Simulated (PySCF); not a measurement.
## Excitation energy of Be by level of theory

Be [He] 2s2 (1S) → Be [He] 2s1 2p1 (3P), as a difference of total energies. Calculation: PySCF 2.14, in x2c-QZVPPall with one added diffuse shell each of s, p type (8s5p2d1f, 40 functions); scalar relativity by spin-free X2C-1e. Correlated levels: valence: 1s2 frozen. The calculations carry no spin-orbit coupling.

```tsv
method	excitation energy (eV)
UHF	1.618
MP2 (valence)	2.317
SCS-MP2 (valence)	2.523
CCSD (valence)	2.732
```

How much does correlation contribute at MP2 (valence)?

2.317 − (1.618) = 0.699 eV, measured against UHF.

Errors of the correlated levels include the incompleteness of this basis and the frozen core.

With two correlated electrons CCSD is exact in that space.

For comparison: 2.725 eV (measured; NIST levels, between the centres of gravity of the two terms).
